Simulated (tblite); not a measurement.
C6H14OSi2.
Atom-mapped SMILES: `[O:1]=[CH:2][C@@H:3]1[CH2:4][CH2:5][CH2:6][C@@H:7]1[SiH2:8][SiH3:9]` (hydrogens: H10 on C2; H11 on C3; H12, H13 on C4; H14, H15 on C5; H16, H17 on C6; H18 on C7; H19, H20 on Si8; H21, H22, H23 on Si9)

Structure used (GFN2-xTB), in Å, numbered top down from 1:
```xyz
23
C6H14OSi2 angstrom
O     -0.2899    2.1362    0.3243
C     -1.0223    1.4350   -0.3207
C     -0.6987    0.0377   -0.7372
C     -1.9451   -0.8744   -0.7077
C     -1.6895   -1.8808    0.4250
C     -0.5713   -1.2521    1.2555
C      0.3242   -0.5947    0.2107
Si     1.6562    0.5741    0.9410
Si     2.7307    1.8140   -0.6776
H     -2.0032    1.8161   -0.6628
H     -0.2958    0.1289   -1.7532
H     -2.8421   -0.2859   -0.5063
H     -2.0907   -1.3816   -1.6606
H     -1.3433   -2.8294    0.0113
H     -2.5872   -2.0742    1.0110
H     -0.0378   -1.9824    1.8612
H     -0.9807   -0.4900    1.9217
H      0.8369   -1.3905   -0.3387
H      1.1793    1.2301    2.1596
H      2.6214   -0.4230    1.4754
H      3.7106    2.7294   -0.0923
H      1.8521    2.6195   -1.5328
H      3.4814    0.9650   -1.6148
```

All values are computed: GFN2-xTB (tblite) harmonic vibrations without scaling, gas phase. Errors from tens to a few hundred cm⁻¹ against measured bands are possible. Modes of hydrogen on silicon can be 10 to 20 % off. One conformer, not necessarily the lowest. The optimisation stopped once no atom felt more than 0.01 eV/Å.

Lowest wavenumbers of the output (negative numbers stand for imaginary wavenumbers):
```
mode    cm-1
  1     -25.0
  2      37.7
  3      66.6
  4      89.1
  5     145.7
  6     174.5
  7     180.1
  8     236.7
  9     334.5
 10     349.6
```

Is this structure a minimum?

Not by this Hessian. 1 mode is imaginary beyond 20i (25i cm⁻¹), so at this level the point lies at or near a first-order saddle. The curvature is small, so loose convergence or finite differences may be the whole cause.

Which atoms move in the imaginary mode?

25i: H21 (Si–H hydrogen) 35 %, H23 (Si–H hydrogen) 31 %, H22 (Si–H hydrogen) 31 %. These are shares of the mass-weighted motion.

What is the remedy?

Step along that mode in both directions, optimise again with tighter thresholds and repeat the frequencies. The zero-point energy of this point (111.6 kcal/mol) counts the 62 real modes alone, and thermal corrections from it aren't those of a minimum.
